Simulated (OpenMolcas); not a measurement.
# 4s² 4p along the 31-electron sequence

```yaml
Program: OpenMolcas
Method: SS-RASPT2, IPEA 0.25 Eh, imaginary shift 0.1 Eh
Basis: ANO-RCC-VQZP
Scalar_Hamiltonian: DKH2, point nucleus
Spin-orbit_coupling: RASSI with atomic mean-field integrals over the reference wave functions, term energies averaged over their components
```

Active space for each ion: 1 electron in 9 orbitals (RAS2 4p; RAS3 4d 5s, at most 1 electron); closed shells correlated by CASPT2: 3d 4s.

Computed levels in cm-1 above ²P°_1/2:

| Level | Ga | Ge+ | As2+ | Se3+ | Br4+ | Kr5+ |
| --- | --- | --- | --- | --- | --- | --- |
| ²P°_3/2 | 704 | 1576 | 2590 | 3910 | 5510 | 7400 |
| weight of ²P° in the lowest level (%) | 100 | 100 | 100 | 100 | 100 | 100 |

Measured, with the error of the calculation in %. Measured levels: Ga, Ge+ from NIST Handbook of Basic Atomic Spectroscopic Data; As2+, Se3+, Br4+ from Moore, Atomic Energy Levels, vol. II, NSRDS-NBS 35 (1971 reprint of NBS Circular 467, 1952); Kr5+ from Saloman, J. Phys. Chem. Ref. Data 36, 215 (2007).

```json
{"Level": "²P°_3/2", "Ga": "826 (-14.8)", "Ge+": "1767 (-10.8)", "As2+": "2940 (-11.8)", "Se3+": "4376 (-10.6)", "Br4+": "6090 (-9.6)", "Kr5+": "8110 (-8.8)"}
```

The fine-structure level ²P°_3/2 changes by a factor of 10.5 from Ga to Kr5+. Its fourth root runs 5.15, 6.30, 7.13, 7.91, 8.62, 9.27, with steps per unit of Z of 1.15, 0.83, 0.77, 0.71, 0.66; equal steps would mean a (Z - σ)^4 law with constant σ.

Over all roots computed the reference weight is 0.92 to 0.97 in Br4+, 0.90 to 0.97 in Kr5+; the roots of lowest weight are the least certain, and an intruder state may touch them. With one active electron, CASPT2 adds the correlation within the correlated inactive shells and between them and that electron, and leaves the splitting within a term as the reference gives it. No level of 4s² 4d was computed, though it lies in the active space (holds for Ga). Measured partners are found by configuration, term and J. A level has none where our copy of the source lacks it or the pairing is in doubt (some pairs that miss far off the trend of their configuration count as doubtful), and it then counts in no deviation. Only configurations of the active space appear.

° marks odd parity.
